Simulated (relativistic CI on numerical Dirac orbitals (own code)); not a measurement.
## Au50+: sensitivity of the levels to the model

Base calculation: Dirac-Coulomb-Breit CI, KLI orbitals optimised for each configuration, a model potential for QED, unscaled Slater integrals.

Configurations in the expansion (outside the closed core [Ar]): 3d¹⁰4s, 3d¹⁰4p, 3d¹⁰4d, 3d¹⁰4f, 3d¹⁰5s, 3d¹⁰5p, 3d¹⁰5d, 3d¹⁰5f, 3d¹⁰5g, 3d¹⁰6s, 3d¹⁰6p, 3d⁹4s², 3d¹⁰6d, 3d¹⁰6f, 3d⁹4s4p, 3d¹⁰7s, 3d⁹4s4d, 3d¹⁰8s, 3d⁹4s4f, 3d⁹4s5s, 3d⁹4s5p, 3d⁹4s5d, 3d⁹4s5f. Double excitations out of closed p, d and f shells are left out; levels of such configurations are missing from the list, as are those of other unlisted configurations, and high levels can miss mixing partners.

Variants: (1) Breit term removed; (2) non-relativistic limit. Shifts of the energy above 3d¹⁰4s ²S1/2, in eV, for the lowest level and the first level of each name with at least 55 % of one term (blank where a level changes its place among those of its configuration and J or its character, or is not in the variant):

```
        Level     Base   Δ(1)     Δ(2)
 3d¹⁰4s ²S1/2     0.00   0.00     0.00
3d¹⁰4p ²P°1/2   110.07  -1.51   -16.23
3d¹⁰4p ²P°3/2   253.22  -0.02  -159.38
 3d¹⁰4d ²D3/2   420.75  +0.61  -167.42
 3d¹⁰4d ²D5/2   451.10  +1.27  -197.78
3d¹⁰4f ²F°5/2   629.15  +1.68  -196.99
3d¹⁰4f ²F°7/2   637.26  +2.12  -205.11
 3d¹⁰5s ²S1/2  1172.35  +1.28  -104.14
3d¹⁰5p ²P°1/2  1226.19  +0.60  -111.20
3d¹⁰5p ²P°3/2  1293.75  +1.26  -178.76
 3d¹⁰5d ²D3/2  1373.90  +1.55  -182.32
 3d¹⁰5d ²D5/2  1388.66  +1.89  -197.08
3d¹⁰5f ²F°5/2  1467.90  +2.09  -196.61
3d¹⁰5f ²F°7/2  1472.55  +2.28  -201.26
 3d¹⁰5g ²G7/2  1514.00  +2.37  -198.47
 3d¹⁰5g ²G9/2  1515.94  +2.41  -200.40
 3d¹⁰6s ²S1/2  1759.12  +1.81  -147.12
3d¹⁰6p ²P°1/2  1789.16  +1.43  -150.72
3d¹⁰6p ²P°3/2  1826.46  +1.78  -188.02
 3d⁹4s² ²D5/2  1844.47  +1.24  +232.50
 3d¹⁰6d ²D3/2  1870.95  +1.94  -189.86
 3d¹⁰6d ²D5/2  1879.27  +2.13  -198.18
```

At this charge energies of transitions that change n are usually good to better than 1 %, and those within a shell (Δn = 0) to a few per cent.

Ionisation energy from the two ground configurations alone: base 2938.16 eV; Breit term removed 2940.66 eV. The NIST ASD value (semi-empirical) is 2941 eV.

LS names give the leading component of a level, which can be under half, so a name can repeat, a term be missing and a line seem to break the LS rules.
